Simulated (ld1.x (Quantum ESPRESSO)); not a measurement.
In TM: all-electron and pseudo phase curves

```
Element                 : In (Z = 49)
Generator               : ld1.x (Quantum ESPRESSO) 7.5
Type                    : norm-conserving Troullier–Martins (Kleinman–Bylander form)
Functional              : PBEsol
Relativity              : scalar-relativistic
Frozen core             : [Kr]
Valence charge          : 13
Reference configuration : 4d10 5s1 5p2
Partial waves           : 5s (bound): rc 2.15 bohr; 4d (bound): rc 1.85 bohr; 5p (bound): rc 2.40 bohr
Local potential         : the p channel
Core correction         : none
```

The phase is arctan(r·u′/u) with u = r·R(r), unwrapped; energies in Ry, scanned from -3 to 5 Ry. A pole is an energy at which the radial function vanishes at the test radius. The pseudo phase is shifted by a multiple of π to meet the all-electron one at the reference energy, and phase errors are pseudo minus all-electron; the curves can meet again beyond the range given. Levels narrower than the energy grid can be missing from the lists of poles.

Problem. For each channel, where are the poles, and over which energies does the pseudopotential scatter like the atom?

Solution.

```
channel  radius (bohr)  reference energy (Ry)  poles, all-electron  poles, pseudo  unbroken range about the reference energy with phases within 0.05 rad  phase error 1 Ry above the reference energy (rad)
      s           2.59                  -0.68                 0.97     0.83, 4.19                                                              below 1.5                                             -0.011
      p           2.59                  -0.24                 2.25           2.08                                                              below 3.4                                             -0.009
      d           2.59                  -1.49          -1.37, 4.58          -1.37                                                              below 0.1                                             +0.022
```

Phases in the d channel:

```
E (Ry)  all-electron  pseudo
 -3.00         1.335   1.339
 -2.52         1.302   1.308
 -2.04         1.229   1.238
 -1.56        -0.386  -0.368
 -1.08        -1.746  -1.736
 -0.60        -1.841  -1.822
 -0.12        -1.922  -1.887
  0.36        -2.037  -1.966
  0.84        -2.257  -2.087
  1.32        -2.792  -2.312
  1.80        -3.728  -2.795
  2.28        -4.245  -3.579
  2.76        -4.457  -4.106
  3.24        -4.566  -4.348
  3.72        -4.633  -4.474
  4.20        -4.681  -4.551
  4.68        -4.720  -4.603
```
